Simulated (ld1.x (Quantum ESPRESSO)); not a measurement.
## Configuration tests for molybdenum (Mo) (TM semilocal)

```
Element                 : Mo (Z = 42)
Generator               : ld1.x (Quantum ESPRESSO) 7.5
Type                    : norm-conserving Troullier–Martins (semilocal form)
Functional              : BLYP
Relativity              : scalar-relativistic
Frozen core             : [Ar] 3d10 4s2
Valence charge          : 12
Reference configuration : 4p6 4d5 5s0 5p0 (charge +1)
Partial waves           : 5s (bound, empty): rc 3.05 bohr; 4p (bound): rc 1.60 bohr; 4f channel at -0.05 Ry: rc 2.75 bohr; 4d (bound): rc 1.85 bohr
Local potential         : the d channel
Core correction         : Bessel-smoothed model core inside 1.65 bohr
```

Energies are relative to the spin-unpolarised reference configuration 4p6 4d5 5s0 5p0; without spin polarisation the order of configurations can differ from experiment.

```json
{"valence configuration": "4p6 4d5 5s1 5p0", "charge": "0", "ΔE all-electron (eV)": "-6.935", "error AE − PS (meV)": "-6.6"}
{"valence configuration": "4p6 4d4 5s0 5p0", "charge": "+2", "ΔE all-electron (eV)": "15.403", "error AE − PS (meV)": "-5.5"}
{"valence configuration": "4p6 4d3 5s0 5p0", "charge": "+3", "ΔE all-electron (eV)": "42.059", "error AE − PS (meV)": "-34"}
{"valence configuration": "4p6 4d5 5s0.5 5p0", "charge": "+0.5", "ΔE all-electron (eV)": "-4.207", "error AE − PS (meV)": "-1.6"}
{"valence configuration": "4p6 4d4 5s1 5p0", "charge": "+1", "ΔE all-electron (eV)": "1.003", "error AE − PS (meV)": "-31"}
{"valence configuration": "4p6 4d5.5 5s0.5 5p0", "charge": "0", "ΔE all-electron (eV)": "-6.613", "error AE − PS (meV)": "+0.7"}
```

Question: What are ΔE and the potential's error for 4p5 4d5 5s1 5p0?

Answer: ΔE = 36.888 eV all-electron; the error (AE − PS) is -146 meV.

Levels in the configuration 4p6 4d5 5s0.5 5p0:

| level | all-electron (eV) | pseudo (eV) |
| --- | --- | --- |
| 4p | -41.620 | -41.653 |
| 4d | -6.855 | -6.862 |
| 5s | -6.902 | -6.893 |
